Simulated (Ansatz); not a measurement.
A nudged elastic band was laid between two geometries of B$_{2}$H$_{7}$NSi (11 atoms, charge 0, multiplicity 1).

Theory: Ansatz 0.2.0, RKS B3LYP-D4/def2-SVP.

```
movable images  : 7
climbing image  : yes
spring          : 5.0 eV/Å²
optimiser       : quadratic models (default)
start path      : through a guess of the saddle point
force threshold : 0.03 eV/Å
iteration limit : 60
end points      : relaxed
```

Image 0:

```xyz
11
Properties=species:S:1:pos:R:3
B -0.865 1.061 0.804
N -0.137 -0.045 0.258
B -0.258 -1.355 0.823
Si 0.866 0.208 -1.208
H -0.788 2.145 0.274
H -1.551 0.903 1.781
H 0.323 -2.283 0.312
H -0.942 -1.522 1.801
H 1.949 -0.810 -1.232
H 0.021 0.066 -2.427
H 1.448 1.575 -1.165
```

Image 8:

```xyz
11
Properties=species:S:1:pos:R:3
B -0.351 0.818 1.115
N 0.023 0.096 0.031
B -0.707 -1.012 0.804
Si 0.875 0.277 -1.482
H -0.255 1.935 1.532
H -1.825 -1.312 0.452
H -0.038 -1.820 1.408
H -1.000 -0.016 1.881
H 1.997 -0.701 -1.540
H -0.055 0.010 -2.615
H 1.401 1.667 -1.565
```

(1) What changes between the two ends?

(2) Give the energies along the band, and the barrier.

(3) What is the geometry of the highest image?

(4) What are the harmonic wavenumbers there?

The band took 37 iterations and of the order of 20 core-minutes.

Results:

(1) Bonds broken: B1–H6. Bonds formed: B1–B3, B1–H8, B3–H6.

(2) The forces met the threshold. The highest image is number 6 of 0 to 8, 35.9 kcal/mol above the first end and 23.0 kcal/mol above the last; the last end lies 12.9 kcal/mol above the first. A vibrational analysis at the climbing image gives one clearly imaginary mode, 315i cm⁻¹: a first-order saddle point. The orbitals stay closed-shell, which can raise the energy where a bond breaks towards radicals; this wasn't checked here.

```tsv
image	path coordinate (Å)	energy (kcal/mol)	B1–H6 (Å)	B1–B3 (Å)	B1–H8 (Å)
0	0.00	0.0	1.20	2.49	2.77
1	0.95	0.1	1.20	2.48	2.77
2	1.90	6.1	1.21	2.37	2.76
3	2.85	13.7	1.23	2.14	2.76
4	3.80	14.5	1.33	1.86	2.63
5	4.75	26.6	1.52	1.82	2.43
6	5.70	35.9	2.30	2.02	2.30
7	6.99	20.2	2.52	1.83	1.40
8	8.29	12.9	2.67	1.89	1.30
```

(3) 
```xyz
11
Properties=species:S:1:pos:R:3:forces:R:3
B -0.571 1.180 0.966 0.00 0.01 0.00
N 0.043 0.583 0.017 0.00 -0.01 0.00
B -0.700 -0.840 0.900 0.00 0.00 0.00
Si 0.999 0.176 -1.385 0.00 0.00 0.00
H -1.070 1.894 1.763 0.00 0.00 0.00
H -1.908 -0.689 0.832 0.00 0.00 0.00
H -0.293 -1.750 0.212 0.00 0.00 0.00
H -0.219 -0.833 2.020 0.00 0.00 0.00
H 2.126 -0.697 -0.966 0.00 0.00 0.00
H 0.138 -0.526 -2.371 0.00 0.00 0.00
H 1.520 1.444 -1.968 0.00 0.00 0.00
```

(4) 315i, 154, 167, 191, 224, 359, 671, 704, 714, 745, 787, 834, 875, 954, 956, 961, 1107, 1121, 1183, 1785, 2237, 2258, 2260, 2446, 2530, 2573, 2841 cm⁻¹.

Time of the run: 11 min on 2 threads of AMD EPYC 7R13 Processor (Zen 3), on a shared host, peak memory 0.22 GiB.
